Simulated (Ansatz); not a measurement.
Cost and result for the atomization energy of C2H4GeS, SMILES `S=[C]1[CH2][GeH2]1` (8 atoms, 8 bonds).

The species carries charge 0 and has multiplicity 1. Correlated methods include outer-core shells of Ge, which these sets cover unevenly. Scalar relativity is left out up to krypton. The geometry is a stationary point of PBE0-D4/def2-TZVP. Program: Ansatz. All runs use 2 threads of an Arm Neoverse V2 on a shared host. Times are those of one run each, without the atoms' runs, and a repeat can differ threefold. Electronic energies, without spin–orbit coupling; frozen cores. CCSD(T)/CBS adds CCSD(T) − MP2 in def2-TZVPP to the MP2 limit, and its time is that of the two runs behind it. T1 = 0.016; the RHF reference is unstable towards UHF. With those shells the extrapolation isn't a true limit.

CCSD(T)/CBS is a level of theory with its own doubt, some kJ/mol a heavy atom from the limit and from the frozen cores, so smaller differences don't rank the functionals.

```json
{"level": "LDA (SPW92)/def2-TZVPP", "functions": "208", "wall time": "1.7 s", "atomization (kcal/mol)": "754.5", "difference from CCSD(T)/CBS": "111.7", "per bond": "14.0"}
{"level": "BLYP-D4/def2-TZVPP", "functions": "208", "wall time": "2.9 s", "atomization (kcal/mol)": "641.2", "difference from CCSD(T)/CBS": "-1.6", "per bond": "-0.2"}
{"level": "PBE-D4/def2-TZVPP (with forces)", "functions": "208", "wall time": "3.5 s", "atomization (kcal/mol)": "663.6", "difference from CCSD(T)/CBS": "20.8", "per bond": "2.6"}
{"level": "PBE0-D4/def2-TZVPP", "functions": "208", "wall time": "4.8 s", "atomization (kcal/mol)": "647.0", "difference from CCSD(T)/CBS": "4.2", "per bond": "0.5"}
{"level": "CCSD(T)/def2-SVP", "functions": "98", "wall time": "7.5 s", "atomization (kcal/mol)": "601.3", "difference from CCSD(T)/CBS": "-41.5", "per bond": "-5.2"}
{"level": "r2SCAN-D4/def2-TZVPP (with forces)", "functions": "208", "wall time": "8 s", "atomization (kcal/mol)": "648.7", "difference from CCSD(T)/CBS": "5.9", "per bond": "0.7"}
{"level": "B2PLYP/def2-TZVPP", "functions": "208", "wall time": "9 s", "atomization (kcal/mol)": "633.2", "difference from CCSD(T)/CBS": "-9.6", "per bond": "-1.2"}
{"level": "ωB97X-V/def2-TZVPP", "functions": "208", "wall time": "12 s", "atomization (kcal/mol)": "642.7", "difference from CCSD(T)/CBS": "-0.1", "per bond": "0.0"}
{"level": "B97M-V/def2-TZVPP", "functions": "208", "wall time": "14 s", "atomization (kcal/mol)": "651.8", "difference from CCSD(T)/CBS": "9.0", "per bond": "1.1"}
{"level": "ωB97M-V/def2-TZVPP (with forces)", "functions": "208", "wall time": "19 s", "atomization (kcal/mol)": "640.8", "difference from CCSD(T)/CBS": "-2.0", "per bond": "-0.2"}
{"level": "MP2/def2-QZVPP", "functions": "393", "wall time": "33 s", "atomization (kcal/mol)": "647.6", "difference from CCSD(T)/CBS": "4.8", "per bond": "0.6"}
{"level": "CCSD(T)/def2-TZVPP", "functions": "208", "wall time": "2.4 min", "atomization (kcal/mol)": "625.4", "difference from CCSD(T)/CBS": "-17.4", "per bond": "-2.2"}
{"level": "CCSD(T)/CBS(def2)", "functions": "–", "wall time": "2.9 min", "atomization (kcal/mol)": "642.8", "difference from CCSD(T)/CBS": "0.0", "per bond": "0.0"}
```

From BLYP to BHLYP (50 % exact exchange), in def2-TZVPP and without D4, the atomization energy moves by −22.9 kcal/mol: exact exchange takes away binding that semilocal exchange gives to molecules. Leaving LDA and LC-ωPBE aside and taking each functional with its dispersion term where it has one, the values, not all of them listed here, spread over 49.1 kcal/mol, from BHLYP-D4 to PBE-D4. LDA lies +95.4 kcal/mol from PBE without D4, its usual overbinding. In def2-TZVPP, CCSD(T) changes the Hartree–Fock value by +191.4 kcal/mol (the triples alone add +15.8 kcal/mol) and MP2 by +203.4 kcal/mol; breaking electron pairs costs correlation energy, which Hartree–Fock lacks.
